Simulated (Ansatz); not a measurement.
The cluster ZrGe12⁺: single points at one geometry.

```yaml
crystal:
  periodic: [false, false, false]
  atoms:
    - {symbol: Zr, position_ang: [-0.174011, -0.656054, -0.591235]}
    - {symbol: Ge, position_ang: [2.343420, -1.797870, 0.054283]}
    - {symbol: Ge, position_ang: [-2.200721, -2.519538, 0.302381]}
    - {symbol: Ge, position_ang: [2.153792, -0.755492, -2.583026]}
    - {symbol: Ge, position_ang: [-0.555705, 1.408289, 1.527558]}
    - {symbol: Ge, position_ang: [-2.557259, -0.169304, 2.089214]}
    - {symbol: Ge, position_ang: [0.663515, 1.325708, -2.381394]}
    - {symbol: Ge, position_ang: [-2.989891, -0.207382, -0.429892]}
    - {symbol: Ge, position_ang: [1.558403, -0.034210, 1.777586]}
    - {symbol: Ge, position_ang: [-0.466626, -1.727657, 2.041435]}
    - {symbol: Ge, position_ang: [2.797502, 0.689061, -0.593719]}
    - {symbol: Ge, position_ang: [-1.697841, 1.853631, -1.069194]}
    - {symbol: Ge, position_ang: [1.125422, 2.590817, -0.143995]}
basis:
  gaussian: {orbitals: def2-TZVP, fitting: {mean_field: def2-universal-jkfit}, initial_orbitals: start.molden}
total_charge: 1
magnetization: {spin_polarized: true, initial_magnetization: 1}
hamiltonian: {xc: pbe, dispersion: d4}
scf: {omitted_lower_state_checks: [starts]}
output: {forces: true, orbitals: {seedname: orbitals}}
```

The file start.molden holds the orbitals of an earlier run on this structure, at another level or in another basis.

```sh
$ ansatz run in.yaml --threads 2 --pin off --events-out ev --progress --plain --max-ram 32768MiB --backend cuda --devices 0, --max-vram 18GiB
```

It prints (some lines left out):

```
Functional definition: PBE
3447 factors; integrals over basis functions are off by at most 9.1e-1 eV
mean field evaluation 1: about -679401.1101 eV, gradient 1.9e1 eV
mean field evaluation 2: about -679401.6772 eV, gradient 6.9e-1 eV
mean field evaluation 4: about -679401.6969 eV, gradient 4.9e-2 eV
mean field evaluation 8: about -679401.6970 eV, gradient 2.7e-5 eV
mean field -679401.69697115 eV, -24967.5518486795 hartree, gradient 2.7e-5 eV, S^2 0.757875; 0 other end points of the search recorded, 0 dependent functions left out
reference -679401.69701884 eV, -24967.5518504323 hartree; 198, 197 occupied and 418, 419 virtual orbitals, 3447 factors
Total energy: -679403.20028771 eV, -24967.6070945442 hartree
Atom 0 at    -0.174011    -0.656054    -0.591235 Å, force     0.030695     0.030428     0.037212 eV/Å
Atom 1 at     2.343420    -1.797870     0.054283 Å, force    -0.020182     0.068094     0.007751 eV/Å
Atom 2 at    -2.200721    -2.519538     0.302381 Å, force    -0.013446     0.049778     0.034127 eV/Å
Atom 3 at     2.153792    -0.755492    -2.583026 Å, force     0.002955     0.031925     0.040689 eV/Å
Atom 4 at    -0.555705     1.408289     1.527558 Å, force     0.004816    -0.047607    -0.035178 eV/Å
Atom 5 at    -2.557259    -0.169304     2.089214 Å, force     0.051200    -0.011384    -0.078414 eV/Å
Atom 6 at     0.663515     1.325708    -2.381394 Å, force     0.037693    -0.015500     0.047486 eV/Å
Atom 7 at    -2.989891    -0.207382    -0.429892 Å, force     0.050891     0.014941     0.051104 eV/Å
Atom 8 at     1.558403    -0.034210     1.777586 Å, force    -0.015234     0.010178    -0.062913 eV/Å
Atom 9 at    -0.466626    -1.727657     2.041435 Å, force    -0.013252     0.025382    -0.058792 eV/Å
Atom 10 at     2.797502     0.689061    -0.593719 Å, force    -0.097782    -0.053153    -0.012964 eV/Å
Atom 11 at    -1.697841     1.853631    -1.069194 Å, force     0.017512    -0.045155     0.031051 eV/Å
Atom 12 at     1.125422     2.590817    -0.143995 Å, force    -0.035866    -0.057927    -0.001160 eV/Å
Dipole moment:    -0.119467    -0.099315    -0.085468 e Å
Checks for a lower state left out: starts
```

Hardware: 2 threads of AMD EPYC 7R13 on a shared host and a share (18 GiB) of an NVIDIA H100 80GB HBM3. Wall time 12 s, peak host memory 1.2 GiB.

Geometry: PBE-D4/def2-SVP.

In the def2 sets Zr takes a core potential; there is no spin–orbit coupling. Single mean-field runs in def2-TZVP are fitted with def2-universal-jkfit. Another isomer (doublet) lies 0.11 eV lower at PBE0-D4/def2-TZVP; other spin states weren't run for this one.
